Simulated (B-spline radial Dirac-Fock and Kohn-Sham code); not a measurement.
## Pt⁵⁺ 4f5/2: cross section and angular parameters

System: platinum as Pt⁵⁺, configuration 1s2 2s2 2p6 3s2 3p6 3d10 4s2 4p6 4d10 4f14 5s2 5p6 5d5; threshold 157.9 eV (orbital energy of the model). These are calculated numbers from an atomic code on a B-spline grid; the model is Dirac-Hartree-Slater photoionisation with a Latter tail; cross sections with all multipoles, angular parameters from the dipole term and its interference with E2.

For linearly polarised light dσ/dΩ = σ/(4π) [1 + β P₂(cos θ) + (δ + γ cos²θ) sin θ cos φ], with θ from the polarisation vector and φ the angle between the beam and the projection of the electron momentum on the plane normal to the polarisation.

```tsv
hν (eV)	σ (kb)	β	γ	δ
244	2250	0.311	-0.005	0.010
300	2360	0.320	-0.007	0.015
436	1720	0.514	-0.005	0.024
566	1120	0.673	0.005	0.032
570	?	?	?	?
594	1020	0.702	0.008	0.033
799	526	0.856	0.040	0.045
1000	294	0.948	0.085	0.057
1253.6	156	1.014	0.154	0.071
1340	128	1.029	0.180	0.075
1486.9	93.2	1.046	0.225	0.083
2770	11.8	1.042	0.604	0.143
3900	3.40	0.976	0.867	0.194
4540	1.91	0.937	0.987	0.222
5290	1.05	0.893	1.108	0.254
6230	0.551	0.844	1.235	0.293
8740	0.138	0.739	1.494	0.395
9251.7	0.108	0.721	1.535	0.414
9850	0.0832	0.702	1.581	0.437
12400	0.0309	0.630	1.737	0.531
13600	0.0207	0.602	1.793	0.573
15000	0.0134	0.572	1.850	0.620
```

Q: Give the values at 570 eV.

A: σ = 1100 kb, β = 0.678, γ = 0.006, δ = 0.032.
